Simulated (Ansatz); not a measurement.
Reaction (formal hydrolysis of the Si–F bond): `F[SiH](S)[GeH3]` + H₂O → `O[SiH](S)[GeH3]` + H–F

Gas-phase electronic energies from Ansatz, PBE0-D4/def2-TZVP geometries. CCSD(T)/CBS is the MP2 limit (def2-TZVPP, def2-QZVPP) plus CCSD(T) − MP2 in def2-TZVPP, frozen cores. This one scheme is used for every species. For Ge outer-core shells are correlated without core-valence functions, which leaves a few kJ/mol of doubt a bond. Scalar relativity is left out up to krypton. One conformer a species, not always the lowest.

`F[SiH](S)[GeH3]`:

Cartesian coordinates in Å:
```
F 1.016 -1.320 1.514
Si 1.007 -0.178 0.388
S 1.144 1.761 1.241
Ge -0.986 -0.411 -0.885
H 2.255 -0.322 -0.399
H -0.142 1.809 1.627
H -2.184 0.040 -0.031
H -1.208 -1.866 -1.327
H -0.902 0.487 -2.128
```

H₂O:

Cartesian coordinates in Å:
```
O -0.158 -0.320 -0.155
H -0.575 0.535 -0.030
H 0.733 -0.215 0.185
```

`O[SiH](S)[GeH3]`:

Z-matrix (Å, degrees):
```
Si
S 1 2.125
Ge 1 2.383 2 110.6
O 1 1.649 2 109.2 3 -122.2
H 1 1.487 2 103.2 3 119.0
H 2 1.344 1 94.8 3 51.8
H 3 1.536 1 110.8 2 70.8
H 3 1.539 1 109.8 2 -49.3
H 3 1.542 1 111.3 2 -168.6
H 4 0.959 1 117.4 2 162.1
```

H–F:

Cartesian coordinates in Å:
```
F 0.019 0.396 -0.234
H -0.019 -0.396 0.234
```

```tsv
species	CCSD/def2-TZVPP energy (Eh)
`F[SiH](S)[GeH3]`	-2865.20079
H₂O	-76.32939
`O[SiH](S)[GeH3]`	-2841.17476
H–F	-100.33828
```

Task: Work out ΔE.

Result: ΔE = (-2841.17476) + (-100.33828) − (-2865.20079) − (-76.32939) = 0.01714 Eh = +45.0 kJ/mol. CCSD(T)/CBS gives +44.9 kJ/mol.

Largest T1 diagnostic among the species: 0.012.

The D4 term adds −3.8 kJ/mol with B3LYP and −2.1 kJ/mol with PBE0; it sums over pairs of atoms, weighted by their polarisabilities, and B3LYP, whose exchange is more repulsive, gets the larger term. In def2-TZVPP, CCSD(T) changes the Hartree–Fock value by −8.3 kJ/mol (the triples alone add −1.3 kJ/mol) and MP2 by −10.5 kJ/mol.

B3LYP here is the variant with VWN-RPA as its local correlation; programs differ in this.
